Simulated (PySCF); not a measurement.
How the method moves the HOMO and LUMO of `C[C@@H]1O[SiH2][C@@H]1F`

C3H7FOSi.
Cartesian coordinates in Å at the PBE0-D3(BJ)/def2-SVP level; atoms count from 1:
```
atom  x, y, z in Å
C1     1.3644   -0.1344   -0.0543
C2     0.2394    0.7417    0.4391
O3    -0.3254    0.2425    1.6711
Si4   -1.8167   -0.1773    0.9921
C5    -1.0152    0.7255   -0.4809
F6    -0.8449    0.0759   -1.6756
H7     1.8018    0.2777   -0.9756
H8     2.1461   -0.1945    0.7163
H9     1.0089   -1.1522   -0.2706
H10    0.6082    1.7671    0.6187
H11   -2.0508   -1.6413    0.8257
H12   -2.9861    0.4432    1.6797
H13   -1.3903    1.7425   -0.6835
```

Basis pcSseg-1 throughout (PySCF), one geometry. The structure is a single PBE0-D3(BJ)/def2-SVP conformer in the gas phase; no vibrational or solvent corrections.

Problem. How do the orbital energies, the gap and the dipole change with the method?

Solution. 
```
   method                    kind  HOMO (eV)  LUMO (eV)  gap (eV)  μ (D)  SCF cycles
     BLYP                     GGA      -6.33      -1.02      5.32   0.87          15
     OPBE                     GGA      -6.41      -0.98      5.43   0.83          16
      PBE                     GGA      -6.43      -1.16      5.27   0.86          15
    B97-D                     GGA      -6.48      -0.99      5.48   0.88          15
      LDA                     LDA      -6.55      -1.41      5.13   0.88          15
     BP86                     GGA      -6.55      -1.19      5.36   0.87          15
      KT2                     GGA      -6.56      -1.27      5.29   0.84          16
      KT3                     GGA      -6.59      -1.18      5.41   0.83          15
    B97-2           global hybrid      -7.67      -0.26      7.41   0.94          14
    B3LYP           global hybrid      -7.69      -0.49      7.20   0.94          14
     PBE0           global hybrid      -7.92      -0.28      7.64   0.94          14
 mPW1PW91           global hybrid      -7.97      -0.26      7.70   0.95          13
BHandHLYP           global hybrid      -9.31       0.64      9.96   1.04          12
CAM-B3LYP  range-separated hybrid      -9.32       0.76     10.09   0.99          13
  wB97X-D  range-separated hybrid      -9.82       1.55     11.38   0.97          14
  LC-wPBE  range-separated hybrid     -10.64       1.97     12.61   1.00          14
       HF            Hartree–Fock     -11.39       3.00     14.38   1.16          10
```

The HOMO spans 5.05 eV, from BLYP down to HF, and the gap runs from 5.13 eV (LDA) to 14.38 eV (HF). Over the methods BLYP (0 %), OPBE (0 %), PBE (0 %), B97-D (0 %), LDA (0 %), BP86 (0 %), KT2 (0 %), KT3 (0 %), B97-2 (21 %), B3LYP (20 %), PBE0 (25 %), mPW1PW91 (25 %), BHandHLYP (50 %), HF (100 %), a straight line through the gap against the share of exact exchange rises by 0.91 eV for each 10 % (correlation coefficient 0.999). The dipole ranges from 0.83 D (OPBE) to 1.16 D (HF). This basis has no diffuse functions.
